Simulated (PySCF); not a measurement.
Electron correlation in Ca+ (calcium, charge +1)

[Ar] 4p1, 2P determinant (an excited configuration). All numbers are calculated (PySCF 2.14, the non-relativistic Hamiltonian (point nucleus), in def2-QZVPPD (11s6p4d3f, 70 functions)). Frozen: [Ne]; 9 electrons correlated.

```csv
level,correlation energy (mhartree)
CCSD,-226.34
(T),-6.25
CCSD(T),-232.59
```

Diagnostics: T1 = 0.0093, D1 = 0.0391, largest double amplitude 0.020.

Cost of the coupled-cluster step: about 9 core-seconds, for 9 correlated electrons.

This basis was not built for core-valence correlation, so the inner-shell part is incomplete.
